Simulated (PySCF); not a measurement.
A GIAO shielding run with PySCF 2.14 (density fitting, non-relativistic, gas phase) on SMILES C([C@@H](C(C)=O)S)C[SiH2]O, C₅H₁₂O₂SSi:

```
$ OMP_NUM_THREADS=1 python probes_run.py task.json out

{"job": {"kind": "nmr", "xc": "PBE0", "basis": "pcSseg-1"}, "charge": 0, "multiplicity": 1}
C      1.230895     1.035515     1.933744
C      1.437529     0.736516     0.477397
O      2.483474     0.359114     0.011293
C      0.215558     0.982440    -0.390442
S      0.423354     2.704287    -0.999800
C      0.085512    -0.008676    -1.535946
C     -0.199783    -1.419831    -1.021275
Si    -1.836734    -1.643752    -0.086116
O     -1.608381    -0.962187     1.381084
H      0.796314     2.025754     2.050416
H      2.171825     0.974041     2.474057
H      0.526986     0.306786     2.333597
H     -0.691682     1.015962     0.211002
H      1.582209     2.486704    -1.618216
H      1.023840    -0.011616    -2.099084
H     -0.714045     0.317238    -2.204800
H     -0.208507    -2.090977    -1.881174
H      0.633943    -1.737284    -0.392392
H     -2.139914    -3.066752     0.075110
H     -2.939840    -0.966514    -0.773097
H     -2.281474    -1.019826     2.054169
```

Hardware: 1 thread of an Intel Xeon, shared host. The job also computes population analyses, field gradients.

Question: How large is the calculation?

Answer: 88 electrons, 227 basis functions and 1223 auxiliary functions.

Question: How long does it take, and how much memory does it need?

Answer: 2.4 min of wall time, with 14 SCF cycles and 5 response iterations; peak memory 1.1 GiB. Times on a shared host scatter by some tens of per cent.
